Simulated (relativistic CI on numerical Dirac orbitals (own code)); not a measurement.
# Hyperfine structure of Ca+, mass number 41

Calculated at this level of theory: Dirac-Coulomb-Breit CI, orbitals from a KLI potential per configuration, model QED, valence Slater integrals scaled by 0.85, P86 correlation energy added to each configuration (own radial code, finite nucleus).

Configurations in the expansion (outside the closed core [Ar]): 4s, 3d, 4p, 5s, 4d, 5p, 4f, 6s, 5d, 6p, 5f, 5g, 7s, 6d, 7p, 7d. Levels of other configurations are missing.

Nuclear spin I = 7/2, μ = -1.59443 μN, Q = -0.0665 b (tables of Stone and Pyykkö). The electronic factors are computed for point nuclear moments, without core polarisation; leaving it out makes A of s and p electrons in near-neutral atoms 20 to 40 % too small, and it can dominate for d and f shells.

```json
{"Level": "4s 2S_1/2", "E (cm⁻¹)": "0.0", "A (MHz)": "-892.5", "B (MHz)": ""}
{"Level": "3d 2D_3/2", "E (cm⁻¹)": "13713.1", "A (MHz)": "-54.27", "B (MHz)": "-4.89"}
{"Level": "3d 2D_5/2", "E (cm⁻¹)": "13735.9", "A (MHz)": "-23.11", "B (MHz)": "-6.93"}
{"Level": "4p 2P°_1/2", "E (cm⁻¹)": "24016.0", "A (MHz)": "-162.1", "B (MHz)": ""}
{"Level": "4p 2P°_3/2", "E (cm⁻¹)": "24207.4", "A (MHz)": "-31.33", "B (MHz)": "-8.49"}
{"Level": "5s 2S_1/2", "E (cm⁻¹)": "50597.1", "A (MHz)": "-327.4", "B (MHz)": ""}
{"Level": "4d 2D_3/2", "E (cm⁻¹)": "55223.4", "A (MHz)": "-12.69", "B (MHz)": "-1.14"}
{"Level": "4d 2D_5/2", "E (cm⁻¹)": "55236.0", "A (MHz)": "-5.45", "B (MHz)": "-1.63"}
```

Levels with J = 0, under 50 % of one LS term, or S terms without an open s electron are left out. Small factors come from cancelling terms and can be off by tens of per cent or more.

For a near-neutral ion this model can misplace configurations by up to about 10,000 cm⁻¹ (more where the count of f electrons changes) and terms by 10 to 25 % of their spread. Rates follow the energies as ν³ (E1, M1) or ν⁵ (E2), so they and the lifetimes can be off by large factors. The fine structure of a lone outer electron comes out too small, for d and f at times inverted, and misplaced configurations move strength between like terms. 12 of the 12 excited levels that our extract of the measured tables holds in this range could be paired (the sources list more); they are missed by 999 cm⁻¹ on average and 1635 at most, and levels without a partner can miss by more.

Task: Give the hyperfine levels of 4s 2S_1/2 relative to its centre of gravity.

Result: With K = F(F + 1) − I(I + 1) − J(J + 1), E = AK/2: F = 3: 2008, F = 4: -1562 MHz.
